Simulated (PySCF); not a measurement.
H2O3S, SMILES [SH](=O)(=O)O. Coordinates come from a PBE-D3(BJ)/def2-SVP optimisation. The values are those of a single conformer.

Calculation: PBE-D3(BJ)/def2-SVP (PySCF).

Harmonic wavenumbers (cm⁻¹): 161, 372, 428, 528, 764, 965, 1035, 1086, 1145, 1376, 2385, 3646. Rotational constants (GHz): 8.678, 8.249, 4.695; symmetry number 1.

### Question
Work out the zero-point energy and the ideal-gas rigid-rotor harmonic-oscillator thermochemistry at 298.15 K and 1 atm.

### Answer
ZPE = ½ Σ hcν = ½ × 13890 cm⁻¹ = 19.86 kcal/mol. H − E(el) = 23.27 kcal/mol. Entropy in cal/(mol K): translation 39.13, rotation 24.37, vibration 5.64, total 69.14. G − E(el) = 2.66 kcal/mol. Cp = 16.09 cal/(mol K).
